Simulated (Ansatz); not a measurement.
Cl2ISi (`Cl[Si](Cl)I`) radical, 4 atoms. Total charge 0; spin multiplicity 2. Correlated methods include outer-core shells of I, which these sets cover unevenly. I takes the def2 core potential. All runs use 4 threads of a server CPU on a shared host. Correlated methods freeze the cores. Open-shell runs search over several starts.

Problem. How many basis functions does each run have, and how long does it take in Ansatz? UKS PBE0-D4/def2-TZVPP energy; UKS PBE0-D4/def2-SVP energy; UHF-CCSD(T)/def2-SVP energy; UKS SPW92/def2-TZVPP energy; UHF-CCSD(T)/def2-TZVPP energy; direct RPA on PBE orbitals/def2-TZVPP energy; UKS ωB97M-V/def2-SVP energy; UKS revPBE-D4/def2-TZVPP energy; UKS B3LYP-D4/def2-TZVPP energy and forces; UHF-MP2/def2-QZVPP energy; UKS PBE0-D4/def2-TZVP frequencies; UKS ωB97M-V/def2-QZVPP energy. (Best estimate.)

Solution. Ansatz gave: Other jobs shared the machine, so times are rough.

| level | job | functions | wall time | peak host memory (GiB) |
| --- | --- | --- | --- | --- |
| UKS SPW92/def2-TZVPP | energy | 176 | 1.2 s | 0.28 |
| UKS PBE0-D4/def2-SVP | energy | 80 | 1.4 s | 0.26 |
| UKS revPBE-D4/def2-TZVPP | energy | 176 | 1.9 s | 0.29 |
| UKS PBE0-D4/def2-TZVPP | energy | 176 | 3.5 s | 0.69 |
| direct RPA on PBE orbitals/def2-TZVPP | energy | 176 | 3.6 s | 0.45 |
| UHF-CCSD(T)/def2-SVP | energy | 80 | 3.9 s | 0.4 |
| UKS B3LYP-D4/def2-TZVPP | energy and forces | 176 | 4 s | 0.69 |
| UKS ωB97M-V/def2-SVP | energy | 80 | 5.5 s | 0.44 |
| UHF-MP2/def2-QZVPP | energy | 292 | 9 s | 1.1 |
| UKS ωB97M-V/def2-QZVPP | energy | 292 | 20 s | 1.6 |
| UKS PBE0-D4/def2-TZVP | frequencies | 161 | 39 s | 0.64 |
| UHF-CCSD(T)/def2-TZVPP | energy | 176 | 51 s | 2.7 |

B3LYP here is the variant with VWN-RPA as its local correlation; programs differ in this.
